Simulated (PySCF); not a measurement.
## [GeH3]-: computed shieldings and shifts

[GeH3]-, point group C3v.

Cartesian coordinates in Å; atom numbers follow the order of the lines, from 1:
```xyz
4

Ge   -0.0055    0.0056    0.6723
H     1.3504   -0.0324   -0.2128
H    -0.6460    1.1814   -0.2392
H    -0.6989   -1.1546   -0.2202
```

Total charge -1.

GIAO calculations in PySCF on the PBE0-D3(BJ)/def2-SVP structure: isolated species, non-relativistic, equivalent atoms averaged; basis pcSseg-1 (pcSseg-2 on Ge).

Question: Give the isotropic shieldings (ppm) with B3LYP, PBE, PBE0.

Answer: 
| atoms | environment | B3LYP | PBE | PBE0 |
| --- | --- | --- | --- | --- |
| Ge1 | germanium bonded to 3 H | 1891 | 1905 | 1931 |
| H2/H3/H4 | hydrogen on a germanium | 29.95 | 29.74 | 29.79 |
| HOMO–LUMO gap (eV) | – | 5.85 | 4.63 | 6.21 |

Question: And the chemical shifts, against references computed in the same way?

Answer: 
```json
{"atoms": "H2/H3/H4", "nucleus, reference": "1H, TMS", "B3LYP": "1.43", "PBE": "1.46", "PBE0": "1.47"}
```

Question: Which part of the shielding of Ge1 depends on the functional?

Answer: Diamagnetic: B3LYP 2758, PBE 2759, PBE0 2759 ppm; paramagnetic: B3LYP -867, PBE -854, PBE0 -828 ppm. The diamagnetic part, set mainly by inner electrons, hardly moves; the paramagnetic part goes with low-lying magnetically allowed excitations and carries the spread.

Question: What couplings does PBE/pcJ-1 (pcSseg-1 on Ge) give?

Answer: 2J(H2,H3) = -9.7 Hz (averaged over equivalent pairs; isotopes 1H).

Relativistic effects, spin–orbit coupling among them, are left out; they matter for Ge and for the light atoms bonded to it.
